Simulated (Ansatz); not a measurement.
`[OH][Ga]1[O][SiH2][S]1`. Total charge 0; spin multiplicity 1. The geometry is a stationary point of PBE0-D4/def2-TZVP. It is one conformer, not always the lowest.

```xyz
8

O    -1.201   -0.076   -2.491
Ga   -0.513    0.101   -0.882
O     0.665   -1.054   -0.113
Si    0.825   -0.241    1.311
S    -0.525    1.415    0.881
H    -1.807    0.626   -2.739
H     2.204    0.248    1.551
H     0.353   -1.019    2.482
```

What is the dipole moment at r2SCAN/def2-TZVPP? (Estimate.)

The calculation gave: 1.61 D, with components (-1.04, 1.06, -0.62) D in this frame, pointing from negative to positive charge.

And with PBE, B3LYP, ωB97M-V? (Estimate.)

Computed: PBE 1.60 D, B3LYP 1.64 D, ωB97M-V 1.67 D.

Give the Mulliken charges with r2SCAN, ωB97M-V, B3LYP in def2-TZVPP. (An estimate is asked.)

Ansatz gave: 
```csv
atom,r2SCAN,ωB97M-V,B3LYP
O1,-0.41,-0.39,-0.39
Ga2,0.68,0.65,0.65
O3,-0.48,-0.48,-0.47
Si4,0.53,0.42,0.51
S5,-0.35,-0.31,-0.34
H6,0.20,0.18,0.19
H7,-0.08,-0.04,-0.07
H8,-0.08,-0.04,-0.07
```

B3LYP here is the variant with VWN-RPA as its local correlation; programs differ in this.
